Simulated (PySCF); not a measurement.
```xyz
7

C      1.9277     0.0161     0.1268
C      0.7208     0.0852     0.0558
C     -0.7113     0.2567    -0.0185
O     -1.2768     1.3294     0.0610
O     -1.3503    -0.9310    -0.1883
H      2.9958    -0.0434     0.1898
H     -2.3060    -0.7131    -0.2266
```

Charge 0, multiplicity 1.

Q: Give the Mulliken and meta-Löwdin atomic charges from PBE-D3(BJ)/def2-TZVP in PySCF.

A: 
```tsv
atom	Mulliken (e)	meta-Löwdin (e)
C1	-0.07	-0.13
C2	-0.05	-0.06
C3	0.16	0.48
O4	-0.24	-0.40
O5	-0.31	-0.42
H6	0.18	0.19
H7	0.32	0.35
```
